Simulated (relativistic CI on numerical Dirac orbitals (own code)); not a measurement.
# K¹³⁺: q coefficients and field-shift factors

Calculated at this level of theory: Dirac-Coulomb-Breit CI, KLI orbitals optimised for each configuration, derivatives by finite differences, unscaled Slater integrals, QED left out (own radial code, finite nucleus).

Configuration list (outside the closed core 1s2): 2s²2p², 2s2p³, 2p⁴, 2p³3s, 2p³3p, 2p³3d, 2s²2p3s, 2s²2p3p. Levels of other configurations are missing.

With x = (α/α₀)² − 1 an excitation energy changes as ω = ω₀ + qx; K = 2q/ω₀ is the relative enhancement. Terms are leading LS components, so labels can repeat. The field-shift factor is F = δν/δ⟨r²⟩ for the transition from the lowest level.

Lowest level 2s²2p² ³P0.

```csv
Level,ω₀ (cm⁻¹),q (cm⁻¹),K,F (GHz/fm²)
2s²2p² ³P1,13239,16800,2.54,0.0111
2s²2p² ³P2,28249,29290,2.07,-0.0099
2s²2p² ¹D2,98460,30700,0.624,0.027
2s²2p² ¹S0,175436,35340,0.403,-1.03
2s2p³ ⁵S°2,239591,48530,0.405,-21.1
2s2p³ ³D°2,460304,45550,0.198,-21.6
2s2p³ ³D°1,461079,46520,0.202,-21.6
2s2p³ ³D°3,462434,50590,0.219,-21.6
2s2p³ ³P°0,539282,52510,0.195,-21.5
2s2p³ ³P°1,539928,54190,0.201,-21.5
2s2p³ ³P°2,541789,57930,0.214,-21.5
2s2p³ ³S°1,685320,49330,0.144,-23
2s2p³ ¹D°2,687557,54870,0.16,-22.5
```

At this charge energies of transitions that change n are usually good to better than 1 %, and those within a shell (Δn = 0) to a few per cent.
